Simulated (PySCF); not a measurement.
Gas-phase equilibrium of 1 mol HCl, 21 mol O2 at 1200 K and 0.0100 bar, among 14 species (ClO, O2, HCl, O, HO2, H2O, H, HOCl, H2O2, O3, H2, Cl, Cl2, OH). Only gases are allowed; each row takes one source of thermochemistry for all species, and Cantera finds the minimum.

Method: PySCF energies plus ideal-gas RRHO corrections (1 bar). The comparison is the NASA 1993 polynomial table, which mixes measured and estimated data. † marks an energy on the PBE0/def2-TZVP geometry and frequencies. Open shells (unrestricted) among the columns below: ClO (multiplicity 2, electronic degeneracy 4), O2 (multiplicity 3), Cl (multiplicity 2, electronic degeneracy 6), OH (multiplicity 2, electronic degeneracy 4); the rest are closed-shell singlets. Spin-orbit splitting is ignored; it lowers the true energy and changes the entropy of ClO, Cl, OH. The harmonic model lacks anharmonicity and excited electronic states, which grow with temperature; levels with a mode under 35 cm⁻¹ are left out. The table's entry may be an old estimate for ClO, OH (not checked at source).

Molecules larger than those listed are left out.

With table thermochemistry: O2 0.95, HCl 0.037, H2O 0.0044, Cl2 0.0031, Cl 0.0026, ClO 1.0e-5, OH 2.9e-6.

How far does the composition move with the other sources (BLYP/def2-TZVP†, PBE0/def2-SVP†, r2SCAN/def2-TZVP†, ωB97X-V/def2-TZVP†)?


```csv
thermochemistry,x O2,x HCl,x H2O,x Cl2,x Cl,x ClO,x OH
table,0.95,0.037,0.0044,0.0031,0.0026,1.0e-5,2.9e-6
BLYP/def2-TZVP†,0.95,0.042,0.0018,0.00083,0.0020,1.3e-5,1.6e-6
PBE0/def2-SVP†,0.95,0.044,0.00093,8.8e-5,0.0017,1.4e-7,1.4e-6
r2SCAN/def2-TZVP†,0.95,0.043,0.0013,0.00064,0.0012,5.0e-6,2.6e-6
ωB97X-V/def2-TZVP†,0.95,0.042,0.0016,0.00077,0.0016,2.9e-6,2.2e-6
```
The most sensitive of these is ClO: it spans a factor of 10^2.0 over these rows; at this temperature one factor of ten is RT ln 10 = 23 kJ/mol.
